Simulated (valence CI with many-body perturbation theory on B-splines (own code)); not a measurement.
Results of a calculation; reference values are marked as such.
## Cr19+: input, log and results

Method: configuration interaction combined with many-body perturbation theory (CI+MBPT): three valence electrons over a frozen Dirac-Fock core [He], radial functions for each j: 6 s, 6 p, 5 d, 3 f, 1 g, with the one-electron correlation potential Σ1 (screened to all orders), the two-electron term Σ2, the three-electron term Σ3, Breit, model QED; selected single and double excitations, second order for the rest, scaled by the run's own slope (own B-spline code, finite nucleus).

Command, and the settings that its task file holds:

```sh
python run_cv.py task.json out
```

```
atom Cr  Z=24  mass_number=52  rms_radius_fm=3.6452
core [He]
valence 2s2 2p1
avg = 1
basis = S
breit = 1
cap = 10000
capref = 1200
cscale = 1
de = 0.0
dress = 0
eps = 2e-08
extrap = 1
h = 0.27
hh = 1
l2 = 3
lcore = 6
maxit = 60
n2 = 5
natural = 0
nlev = 21
nno = [3, 3, 3, 2, 1]
nroot = 26
nsp = [3, 3, 2, 1, 0]
pt2 = 1
qed = 1
rpa = 1
s1 = 1
s2 = 1
s3 = 1
screen = 1
tol = 2e-05
whole = 1
```

It took 7.5 s on 1 thread of Arm Neoverse V1 (shared host).

Log. The first blocks belong to the next ion, which gives the ionisation energy. Fields: 2J, parity (1 odd), roots, reference size, generating configurations, candidates as configurations/state functions, variational space P, stored matrix elements, Davidson steps; e2 is the range of second-order energies in hartree. The first line gives the box (bohr), its intervals, the orbitals and the steps of their self-consistent field. Window is the range of levels sought, series limit the energy at which the first omitted orbital would enter, core excitation an estimate of the first excitation out of the core, left out the lowest levels not solved, and shifts from estimates the range by which levels moved from their first estimate, all in cm⁻¹.

```
rmax 2.9 intervals 58 orbitals 36 references ['2s2 2p', '2s 2p2', '2p3'] scf 3 t 0.4
2J=0 par=0 roots 2 ref 15 generators 3 cand 90/90 P 105/105 nnz 0 it 0
2J=0 par=0 roots 2 ref 15 generators 5 cand 0/0 P 105/105 nnz 0 it 0
   second order: generators 8 cand 2/2 e2 -0.00000 -0.00000
reference levels 291, estimated 263, window 7097359 1/cm; series limit 9143797, core excitation 44924247
2J=1 par=1 roots 8 ref 32 generators 13 cand 33/44 P 1667/2409 nnz 0 it 3
2J=1 par=1 roots 8 ref 32 generators 17 cand 157/270 P 1824/2679 nnz 9e+05 it 3
   second order: generators 29 cand 562/808 e2 -0.00000 -0.00000
2J=3 par=1 roots 11 ref 47 generators 16 cand 143/246 P 1682/3297 nnz 1.4e+06 it 3
2J=3 par=1 roots 11 ref 47 generators 21 cand 207/505 P 1889/3802 nnz 1.9e+06 it 3
   second order: generators 37 cand 1307/2795 e2 -0.00000 -0.00000
2J=1 par=0 roots 9 ref 34 generators 15 cand 93/143 P 1590/2313 nnz 0 it 3
2J=1 par=0 roots 9 ref 34 generators 19 cand 70/106 P 1660/2419 nnz 0 it 5
   second order: generators 34 cand 726/1071 e2 -0.00000 -0.00000
2J=3 par=0 roots 10 ref 45 generators 13 cand 172/361 P 1691/3346 nnz 1.5e+06 it 3
2J=3 par=0 roots 10 ref 45 generators 18 cand 147/358 P 1838/3704 nnz 1.8e+06 it 4
   second order: generators 29 cand 953/2142 e2 -0.00000 -0.00000
2J=5 par=0 roots 7 ref 39 generators 12 cand 262/599 P 1535/3150 nnz 1.4e+06 it 4
2J=5 par=0 roots 7 ref 39 generators 18 cand 180/465 P 1715/3615 nnz 1.8e+06 it 6
   second order: generators 29 cand 1315/3357 e2 -0.00000 -0.00000
2J=5 par=1 roots 5 ref 36 generators 10 cand 212/437 P 1439/2971 nnz 1.3e+06 it 3
2J=5 par=1 roots 5 ref 36 generators 11 cand 270/752 P 1709/3723 nnz 1.9e+06 it 4
   second order: generators 21 cand 1059/2674 e2 -0.00000 -0.00000
2J=7 par=0 roots 2 ref 19 generators 5 cand 17/47 P 1156/2341 nnz 0 it 3
2J=7 par=0 roots 2 ref 19 generators 6 cand 256/581 P 1412/2922 nnz 1.2e+06 it 4
   second order: generators 13 cand 1088/2939 e2 -0.00000 -0.00000
2J=7 par=1 roots 2 ref 21 generators 5 cand 52/116 P 1340/2699 nnz 1.1e+06 it 3
2J=7 par=1 roots 2 ref 21 generators 5 cand 150/442 P 1490/3141 nnz 1.4e+06 it 3
   second order: generators 13 cand 796/1942 e2 -0.00000 -0.00000
2J=9 par=1 roots 1 ref 7 generators 1 cand 142/253 P 741/1392 nnz 0 it 4
2J=9 par=1 roots 1 ref 7 generators 1 cand 141/339 P 882/1731 nnz 0 it 4
   second order: generators 6 cand 708/1676 e2 -0.00000 -0.00000
left out: unestimated 10285871, estimated 7493806, shifts from estimates -1 to 2
operators 0.1
```

The Davidson iterations converged.

No measured levels were compared; by estimate levels of excited configurations hold to 0.05 to 0.15 % of their energy, terms of the ground configuration to about 0.5 %.

| Quantity | Value |
| --- | --- |
| Valence energy | -178.2587 hartree |
| Ionisation energy | 1494.9 eV (NIST: 1495.1 ± 0.7 eV (semi-empirical)) |
| Reference configurations for the orbitals | 2s2 2p, 2s 2p2, 2p3 |
| Radial orbitals | 36 |
| Box radius | 2.918 bohr |
| Largest variational space | 3802 |
| Lowest levels | 2s2 2p 2P°_1/2 0, 2s2 2p 2P°_3/2 82929, 2s 2p2 4P_1/2 352370, 2s 2p2 4P_3/2 388880, 2s 2p2 4P_5/2 428070, 2s 2p2 2D_3/2 644010, 2s 2p2 2D_5/2 655850, 2s 2p2 2P_1/2 765070, 2s 2p2 2S_1/2 852400, 2s 2p2 2P_3/2 866420, 2p3 4S°_3/2 1100900, 2p3 2D°_3/2 1233800, 2p3 2D°_5/2 1252400, 2p3 2P°_1/2 1386400 cm⁻¹ |

Names give the largest LS component (configuration and term), which can be under half, so a name can repeat, a term be missing and a line seem to break the LS rules; names also repeat where a configuration has a term twice.
